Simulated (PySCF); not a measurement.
**Ar²⁺ (argon, charge +2): PBE0 calculation**

Configuration: [Ne] 3s1 3p4 3d1, one real determinant (an excited configuration). Computed with PySCF 2.14 in aug-cc-pCVTZ-DK, with scalar relativity by spin-free X2C-1e.

| Property | Result |
| --- | --- |
| Total energy | -526.4373 hartree |
| One-electron energy | -709.0827 hartree |
| Hartree (Coulomb) energy | 212.7395 hartree |
| Exchange-correlation energy | -30.0942 hartree |
| ⟨S²⟩ | 6.0017 |
| ⟨L²⟩ | 8.015 |
| Sum of ⟨r⟩ | 12.13 bohr |
| Sum of ⟨r²⟩ | 17.06 bohr² |
| Traceless quadrupole moment −½Σ⟨3z² − r²⟩ along its main axis | 0.183 e·bohr² |
| Langevin diamagnetic susceptibility | -13.5 ×10⁻⁶ cm³/mol |

| shell | electrons | mean orbital energy (hartree) | spread (hartree) | rms radius, mean of both spins (bohr) |
| --- | --- | --- | --- | --- |
| 1s α | 1 | -117.06326 | 0 | 0.0992 |
| 1s β | 1 | -117.02523 | 0 | 0.0992 |
| 2s α | 1 | -12.55043 | 0 | 0.449 |
| 2s β | 1 | -12.49991 | 0 | 0.449 |
| 2p α | 3 | -10.00449 | 0.02484 | 0.418 |
| 2p β | 3 | -9.95111 | 0.01281 | 0.418 |
| 3s α | 1 | -2.13111 | 0 | 1.40 |
| 3p α | 3 | -1.51857 | 0.06614 | 1.55 |
| 3p β | 1 | -1.34607 | 0 | 1.55 |
| 3d α | 1 | -0.72358 | 0 | 1.99 |

⟨L²⟩ = 8.02 against 12 for a pure F term, so this real determinant mixes terms. The outer electron is Rydberg-like, and this basis confines it to a smaller radius and binds it less than a complete one would.

Densities and radii are taken from the X2C orbitals without a picture-change correction, which distorts them close to the nucleus.
